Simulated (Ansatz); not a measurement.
Start from `CBN([SiH3])[SiH3]` and change one atom or group to get `[SiH3][N]([SiH3])[GaH2]`.

Ansatz, PBE0-D4/def2-TZVP geometries, multiplicity 1. Each molecule was computed in one conformer, which needn't be the lowest.

Scalar relativity is left out up to krypton.

```
                               property  `CBN([SiH3])[SiH3]`
    LUMO energy (B3LYP/def2-TZVPP) / eV                -0.39
    HOMO–LUMO gap (PBE/def2-TZVPP) / eV                 5.80
     LUMO energy (PBE0/def2-TZVPP) / eV                -0.19
  HOMO energy (ωB97M-V/def2-TZVPP) / eV               -10.45
     HOMO energy (PBE0/def2-TZVPP) / eV                -8.20
HOMO–LUMO gap (ωB97M-V/def2-TZVPP) / eV                12.12
```

(1) Give the same properties after the change, and the shifts. (An estimate is asked.)

Results:

(1) The calculation gave: 
| property | `[SiH3][N]([SiH3])[GaH2]` | shift |
| --- | --- | --- |
| LUMO energy (B3LYP/def2-TZVPP) / eV | -1.65 | -1.26 |
| HOMO–LUMO gap (PBE/def2-TZVPP) / eV | 4.38 | -1.42 |
| LUMO energy (PBE0/def2-TZVPP) / eV | -1.38 | -1.19 |
| HOMO energy (ωB97M-V/def2-TZVPP) / eV | -10.01 | 0.44 |
| HOMO energy (PBE0/def2-TZVPP) / eV | -7.76 | 0.44 |
| HOMO–LUMO gap (ωB97M-V/def2-TZVPP) / eV | 10.29 | -1.83 |

With PBE0 the HOMO rises by 0.44 eV and the LUMO falls by 1.19 eV, so the gap narrows by about 1.63 eV. PBE moves the HOMO by 0.41 eV and ωB97M-V by 0.44 eV.

B3LYP here is the variant with VWN-RPA as its local correlation; programs differ in this.
